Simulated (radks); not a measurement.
Neutral osmium, 76 electrons, occupied as [Xe] 4f14 5d6 6s2. All-electron calculation, scalar-relativistic Kohn-Sham, LDA (Slater exchange, VWN5 correlation), spin-polarised, spherical densities, finite nucleus; open shells are filled with parallel spins first (spin-orbit coupling, left out, can overturn this in heavy ions); Fermi nuclear charge, rms radius 5.4126 fm; hard spherical wall at 2.5 bohr. Program: a radial shooting solver on a logarithmic mesh with Libxc functionals.

Local quantities along the radius. ELF = 1/(1 + alpha^2) is the electron localisation function; alpha = (tau - tau_W)/tau_unif compares the Pauli kinetic energy density with that of the uniform gas (summed over spins). tau is taken from the large components.

r (bohr),ELF,alpha
0.000859,0.999,0.02255
0.00111,0.999,0.02365
0.001445,0.999,0.02546
0.001881,0.999,0.02825
0.00243,0.999,0.03237
0.003165,0.998,0.03896
0.004121,0.998,0.04963
0.005366,0.995,0.06778
0.006931,0.990,0.09948
0.009025,0.974,0.1632
0.01175,0.918,0.2979
0.01518,0.752,0.5750
0.01977,0.465,1.073
0.02574,0.331,1.421
0.03325,0.445,1.116
0.0433,0.672,0.6992
0.05638,0.738,0.5959
0.07341,0.561,0.8848
0.09483,0.349,1.367
0.1235,0.505,0.9899
0.1608,0.717,0.6281
0.2077,0.569,0.8706
0.2704,0.270,1.643
0.3521,0.564,0.8786
0.4549,0.710,0.6387
0.5923,0.520,0.9604
0.7713,0.348,1.370
1.004,0.507,0.9861
1.297,0.559,0.8887
1.689,0.638,0.7531
2.2,0.473,1.056

On this mesh the ELF has minima near r = 0.026, 0.095, 0.27, 0.77 bohr, which separate the shells, and maxima near 0.056 (0.74), 0.16 (0.72), 0.45 (0.71), 1.9 (0.66).

Self-consistent cycle (total energy in hartree, residual of the potential): 1: -17228.59873, 9e+00; 2: -17234.04519, 4e+00; 3: -17235.10984, 7e-01; 4: -17235.06225, 2e-01; 5: -17235.05809, 1e-01; 6: -17235.06288, 4e-02; 7: -17235.06327, 7e-03; 8: -17235.06328, 2e-03; 9: -17235.06328, 1e-04; 10: -17235.06328, 7e-05; 11: -17235.06328, 4e-06; 12: -17235.06328, 2e-08; 13: -17235.06328, 8e-09.
